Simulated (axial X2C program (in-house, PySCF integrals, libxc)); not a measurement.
## Worked dissociation energy of SiTe⁻: LDA, 2c

All values were computed with an in-house relativistic program for diatomic molecules. Two-component (2c) means X2C with spin–orbit coupling and atomic mean-field two-electron Coulomb and Gaunt terms. Basis: Te dyall-acv3z [12s13p9d5f1g], Si dyall-av3z [9s8p3d2f] (cores contracted in-house); Gaussian nuclei, density fitting, unrestricted open shells. Masses: Te 129.906 u, Si 27.977 u.

Molecular state: Ω = 1/2 (⟨Sz⟩ = -0.50, ⟨Lz⟩ = 1.00 at LDA).

```
E(Te-) (2M_J = 3) : -6784.708879 hartree
E(Si) (2M_J = 2)  : -288.784723 hartree
E(SiTe⁻) at Re    : -7073.648160 hartree
ωe                : 387.2 cm⁻¹
ωexe              : 1.19 cm⁻¹
```

Task: Work out De and D0.

Result: De = -6784.708879 + (-288.784723) − (-7073.648160) = 0.15456 hartree = 4.206 eV. The zero-point energy is ωe/2 − ωexe/4 = 193 cm⁻¹ = 0.024 eV, so D0 = 4.182 eV.

The state is one determinant whose occupation by symmetry is held fixed; it was picked as the lowest of a PBE0 search that is not exhaustive. De is counted from the lowest determinant-based energies of the atoms at the same level, without counterpoise correction. Density functionals use the spin component along the axis (collinear). A 2c atom that is not at its ground J level misses part of its spin–orbit lowering, and De is too large by that part (0.04 eV or less for light atoms). This holds for LDA. The functionals have no current-density term, which raises determinants with orbital currents, atoms included. The highest occupied level of some functionals is positive through self-interaction error; at Hartree–Fock it is bound.

LDA overbinds, often by about an eV.

Each atomic determinant is the lowest at this level and need not be a pure J level. Totals compare only within one Hamiltonian and basis.
